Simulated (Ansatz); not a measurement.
Two isomers of CH6O3Si: A = `C[Si](O)(O)O`, B = `OC(O)O[SiH3]`.

Gas-phase electronic energies from Ansatz, PBE0-D4/def2-TZVP geometries. CCSD(T)/CBS adds triple-zeta CCSD(T) − MP2 to the extrapolated MP2 energy (def2 sets, frozen cores). DFT in def2-TZVPP. B3LYP here is the variant with VWN-RPA as its local correlation; programs differ in this. One conformer a species, not always the lowest.

Question: Which isomer does CCSD(T)/CBS put lower? Give the gap. (An estimate is asked.)

Answer: Computed: A, by 416.2 kJ/mol.

Question: Give E(B) − E(A) in kJ/mol with MP2/def2-TZVPP, B3LYP, B3LYP-D4, CCSD/def2-TZVPP, PBE-D4, r2SCAN-D4, PBE0-D4. (Estimate.)

Answer: Ansatz gave: MP2/def2-TZVPP 423.3, B3LYP 398.5, B3LYP-D4 400.9, CCSD/def2-TZVPP 406.9, PBE-D4 385.5, r2SCAN-D4 407.1, PBE0-D4 395.6. None reverses the order clearly.

Largest T1 diagnostic: 0.012.

In def2-TZVPP, CCSD(T) changes the Hartree–Fock value by +7.0 kJ/mol (the triples alone add −2.4 kJ/mol) and MP2 by +25.7 kJ/mol. From PBE to PBE0 (25 % exact exchange), in def2-TZVPP and without D4, E(B) − E(A) moves by +10.3 kJ/mol.
